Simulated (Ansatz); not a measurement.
Reaction (isomerisation): `CB(S)O[SiH3]` → `CS[SiH2]BO`

Program: Ansatz. Geometries: PBE0-D4/def2-TZVP. ΔE: electronic, gas phase. CBS: MP2 limit from def2 TZ/QZ plus the TZ coupled-cluster correction, frozen cores. DFT in def2-TZVPP. B3LYP here is the variant with VWN-RPA as its local correlation; programs differ in this. Each species was taken in one conformer, which may not be the lowest.

Question: Is it downhill or uphill in electronic energy at CCSD(T)/CBS, and by how much? (Estimate.)

Answer: Ansatz gave: Uphill: ΔE = +189.1 kJ/mol.

Question: What do these levels give: ωB97X-V, PBE, B3LYP, SCS-MP2/def2-TZVPP, MP2/def2-QZVPP, MP2/CBS(def2)? (An estimate is asked.)

Answer: The calculation gave: ωB97X-V 186.3, PBE 168.1, B3LYP 190.6, SCS-MP2/def2-TZVPP 197.2, MP2/def2-QZVPP 196.5, MP2/CBS(def2) 194.8 kJ/mol.

Largest T1 diagnostic among the species: 0.013.

In def2-TZVPP, CCSD(T) changes the Hartree–Fock value by −19.2 kJ/mol (the triples alone add −3.4 kJ/mol) and MP2 by −13.5 kJ/mol. From PBE to PBE0 (25 % exact exchange), in def2-TZVPP and without D4, ΔE moves by +9.4 kJ/mol.
